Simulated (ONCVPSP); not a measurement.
# What one change does to a pseudopotential (manganese, ONCV)

Mn, optimised norm-conserving Vanderbilt (ONCV), made with ONCVPSP 4.0.1 (LDA (Perdew-Wang 92), scalar-relativistic). Core [Ar], reference 3d6 4s1. Waves: 4s: rc 2.70 bohr, ncon 3, nbas 7, qcut 3 1/bohr, 1 projector; p scattering state at 0.07 Ha: rc 2.10 bohr, ncon 4, nbas 9, qcut 4.6 1/bohr, 2 projectors, debl 3.2 Ha; 3d: rc 1.00 bohr, ncon 4, nbas 8, qcut 11.3 1/bohr, local. Local part: the d channel. Core correction: polynomial model core, fcfact 0.6.

Change: core correction Teter function, fcfact 5.5, rcfact 1.65.

Cutoffs: the cutoffs (Ha) at which the residual kinetic energy of the hardest occupied pseudo-wave falls to 1 and 0.1 mHa per electron; they do not see the model core or the augmentation charge, which bear on the density cutoff. Errors are all-electron minus pseudo energies relative to the spin-unpolarised reference configuration.

What does the change do?

The potential gets neither clearly harder nor softer (85 Ha and 226 Ha → 85 Ha and 226 Ha); both files keep a bound ghost (s); of the 3 tests that both files solve, the error grows in 2 and shrinks in 0 by more than 15 % and 0.3 meV (median size 78.4 → 101.2 meV). A model core, the more so a compact one, raises the density cutoff, which this test does not measure.

```csv
quantity,base,changed
"cutoff, loose",85 Ha,85 Ha
"cutoff, tight",226 Ha,226 Ha
bound ghosts,s,s
GHOST(+) flags under 300 eV,p at 2.3 eV,p at 2.3 eV
tests with a reliable result,3 of 4,3 of 4
"error for 3d5 4s2, meV [ΔE 0.41 eV]",-98,-101
"error for 3d5 4s1, meV [ΔE 9.05 eV]",-55,-77
"error for 3d5 4s0, meV [ΔE 24.92 eV]",-78,-278
s: phases at 2.74 bohr within 0.05 rad from the reference energy up to (Ha; the scan ends near 5),0.6,0.6
p: phases at 2.13 bohr within 0.05 rad from the reference energy up to (Ha; the scan ends near 5),0.3,0.3
d: phases at 1.01 bohr within 0.05 rad from the reference energy up to (Ha; the scan ends near 5),4.1,4.1
"rms error of d²Exc/dni dnj with the model core, mHa",3.09,3.89
```

 A true bound ghost makes a file unfit for plane-wave use even where its test errors are small: the radial tests pick states by their node count and pass the ghost by.
